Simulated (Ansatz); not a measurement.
Reaction (ligand exchange at a Zr–O bond): `C[NH][Zr]([OH])([NH]C)[NH]C` + H–F → `C[NH][Zr]([F])([NH]C)[NH]C` + H₂O

Calculated with Ansatz (gas phase, PBE0-D4/def2-TZVP geometries, no zero-point term in ΔE). CCSD(T)/CBS is the MP2 limit (def2-TZVPP, def2-QZVPP) plus CCSD(T) − MP2 in def2-TZVPP, frozen cores. This one scheme is used for every species. DFT in def2-TZVPP. Elements past krypton have def2 core potentials. For Zr outer-core shells are correlated without core-valence functions, which leaves a few kJ/mol of doubt a bond. One conformer a species, not always the lowest.

`C[NH][Zr]([OH])([NH]C)[NH]C`:

```xyz
21

C     0.615    2.068    2.262
N     0.983    1.366    1.052
Zr   -0.187    0.066   -0.007
O    -2.038    0.655   -0.115
N     0.672   -0.121   -1.854
C     0.480    0.752   -2.991
N     0.009   -1.752    0.908
C    -0.849   -2.904    0.730
H     1.308    1.869    3.090
H    -0.376    1.745    2.598
H     0.564    3.156    2.126
H     1.886    1.669    0.709
H    -2.953    0.912   -0.136
H     1.228   -0.930   -2.098
H    -0.149    1.603   -2.711
H    -0.019    0.253   -3.832
H     1.425    1.169   -3.364
H     0.696   -1.912    1.632
H    -0.296   -3.793    0.399
H    -1.601   -2.698   -0.039
H    -1.397   -3.173    1.642
```

H–F:

Z-matrix (Å, degrees):
```
F
H 1 0.920
```

`C[NH][Zr]([F])([NH]C)[NH]C`:

Z-matrix (Å, degrees):
```
Zr
N 1 2.036
N 1 2.036 2 106.7
N 1 2.035 2 106.5 3 114.7
F 1 1.941 2 112.1 3 -122.7
C 1 3.197 2 87.5 3 3.8
C 1 3.085 2 101.0 3 137.7
C 1 3.089 2 22.9 3 -78.6
H 1 2.654 2 125.5 3 -7.4
H 2 1.011 1 124.1 3 -106.2
H 4 1.011 1 124.3 2 -106.2
H 6 1.092 1 81.6 2 14.7
H 6 1.097 1 121.7 2 -90.6
H 6 1.097 1 124.8 2 120.0
H 7 1.097 1 125.9 2 -30.5
H 7 1.097 1 123.0 2 172.2
H 7 1.096 1 77.0 2 70.7
H 8 1.097 1 125.7 2 76.0
H 8 1.096 1 77.1 2 177.3
H 8 1.097 1 123.2 2 -81.1
```

H₂O:

```xyz
3

O    -0.316   -0.106    0.201
H     0.205   -0.648   -0.395
H     0.111    0.754    0.193
```

```csv
level,ΔE (kcal/mol)
r2SCAN0-D4,-14.4
CAM-B3LYP-D4,-14.4
revPBE,-16.0
r2SCAN,-15.4
PBE0,-14.7
MP2/def2-SVP,-13.1
CCSD/def2-SVP,-13.5
CCSD/CBS(def2),-13.0
```

What does CCSD(T)/CBS give? (Best estimate.)

Computed: -12.9 kcal/mol. The listed levels differ from it by -1.5, -1.5, -3.1, -2.5, -1.8, -0.2, -0.6, -0.1 kcal/mol.

Largest T1 diagnostic among the species: 0.016.

The D4 term adds +0.7 kcal/mol with B3LYP and +0.4 kcal/mol with PBE0; it sums over pairs of atoms, weighted by their polarisabilities, and B3LYP, whose exchange is more repulsive, gets the larger term. From BLYP to BHLYP (50 % exact exchange), in def2-TZVPP and without D4, ΔE moves by +1.3 kcal/mol. Leaving LDA and LC-ωPBE aside and taking each functional with its dispersion term where it has one, the values, not all of them listed here, spread over 1.9 kcal/mol, from B97M-V to PBE-QIDH. LDA lies +1.7 kcal/mol from PBE without D4.

CCSD(T)/CBS has its own doubt, a few kJ/mol and more with outer-core shells, so smaller differences from it don't rank the levels.

B3LYP here is the variant with VWN-RPA as its local correlation; programs differ in this.
